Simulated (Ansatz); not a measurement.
HBrMg (SMILES [MgH][Br]), singlet, at a GFN2-xTB geometry (such geometries of metal compounds can be far from the true shape); PBE/def2-TZVPP (Ansatz, a first-principles code).

Ansatz was given this input:
Ansatz 0.2 input:
```yaml
crystal:
  periodic: [false, false, false]
  atoms:
    - {symbol: Mg, position_ang: [-0.00000000, -0.00000000, -1.65384999]}
    - {symbol: H, position_ang: [-0.00000000, -0.00000000, -3.21689538]}
    - {symbol: Br, position_ang: [0.00000000, 0.00000000, 0.65894558]}
basis:
  gaussian:
    orbitals: def2-TZVPP
hamiltonian:
  xc: pbe
```

What does Ansatz print? Leave out banner, timings and long lists.


```
Functional definition: PBE
723 factors; their error is unknown
mean field evaluation 1: about -75492.9980 eV, gradient 2.0e1 eV
mean field evaluation 2: about -75492.6191 eV, gradient 2.4e1 eV
mean field evaluation 4: about -75494.5148 eV, gradient 7.2e-1 eV
mean field evaluation 8: about -75494.4920 eV, gradient 1.7e-2 eV
mean field -75494.49199865 eV, -2774.3714089459 hartree, gradient 1.7e-5 eV, S^2 0.000000; 0 other end points of the search recorded, 0 dependent functions left out
reference -75494.49203594 eV, -2774.3714103160 hartree; 24, 24 occupied and 70, 70 virtual orbitals, 723 factors
Total energy: -75494.49203594 eV, -2774.3714103160 hartree
```
